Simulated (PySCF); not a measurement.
**Orbital energies and ionisation energy**

(Br2B-mu-NH2)2.
Cartesian coordinates in Å at the PBE0-D3(BJ)/def2-SVP level; atoms count from 1:
```xyz
12
B2Br4H4N2 angstrom
B     -0.249    0.444   -0.967
Br    -1.815    1.633   -1.193
Br     0.824    0.116   -2.597
N     -0.643   -0.912   -0.242
B      0.270   -0.459    0.975
Br     1.836   -1.646    1.199
Br    -0.802   -0.132    2.607
N      0.661    0.899    0.251
H     -0.324   -1.756   -0.720
H     -1.634   -0.999   -0.017
H      1.653    0.990    0.028
H      0.339    1.741    0.728
```

Level: B3LYP/def2-SVPD (PySCF). Frontier orbitals with their largest atomic shares (Löwdin; up to four atoms above 4 %):

```json
{"orbital": "HOMO−3", "ε (eV)": "-8.16", "main atoms": "Br2 23 %, Br6 22 %, Br3 22 %, Br7 21 %"}
{"orbital": "HOMO−2", "ε (eV)": "-8.11", "main atoms": "Br7 21 %, Br3 21 %, Br2 20 %, Br6 20 %"}
{"orbital": "HOMO−1", "ε (eV)": "-7.96", "main atoms": "Br7 23 %, Br3 23 %, Br6 23 %, Br2 23 %"}
{"orbital": "HOMO", "ε (eV)": "-7.70", "main atoms": "?"}
{"orbital": "LUMO", "ε (eV)": "-0.61", "main atoms": "B5 17 %, B1 17 %, Br7 8 %, Br2 8 %"}
{"orbital": "LUMO+1", "ε (eV)": "-0.53", "main atoms": "N8 12 %, N4 12 %, Br7 9 %, Br2 9 %"}
{"orbital": "LUMO+2", "ε (eV)": "-0.09", "main atoms": "Br3 18 %, Br6 18 %, Br7 18 %, Br2 18 %"}
```

Q: What vertical ionisation energy does ΔSCF give, and how far is −ε(HOMO) from it?

A: ΔSCF: 9.47 eV (914 kJ/mol; threshold wavelength 131 nm); ⟨S²⟩ of the doublet left behind is 0.753, against 0.75 for a pure doublet. −ε(HOMO) is 7.70 eV, 1.77 eV below it. In exact Kohn–Sham theory the two would be equal; B3LYP (global hybrid, 20 % exact exchange) falls short of its own ΔSCF value by 19 %. Holes in the HOMO−1 and HOMO−2 were tried too where these lie within 1.2 eV of the HOMO; the lowest converged state counts.

Q: On which atoms does the HOMO lie?

A: Br3 (bromine bonded to B) 24 %, Br2 (bromine bonded to B) 24 %, Br6 (bromine bonded to B) 24 %, Br7 (bromine bonded to B) 24 %, so no atom holds as much as 40 %. The HOMO−1 lies 0.26 eV lower.

Q: What total energies stand behind the ΔSCF value?

A: E(N) = -10457.28008 Eh and E(N − 1) = -10456.93213 Eh at the same geometry, 0.34795 Eh apart.

Q: With α = 128.7 au, estimate the like-pair dispersion coefficient by London's formula C6 = (3/4)α²I.

A: I = 0.3480 Eh, so C6 ≈ 4320 au, a rough estimate.

The structure is a single PBE0-D3(BJ)/def2-SVP conformer in the gas phase; no vibrational or solvent corrections. The calculation is non-relativistic, for bromine too.

The run behind these numbers computed excited states and ΔSCF ions as well. On one thread of an Arm Neoverse N1, shared host with 64 logical CPUs at a one-minute load of 32, this took 9.1 min of wall time (with the writing of density and orbital grids) and 1.6 GiB of memory at its peak.
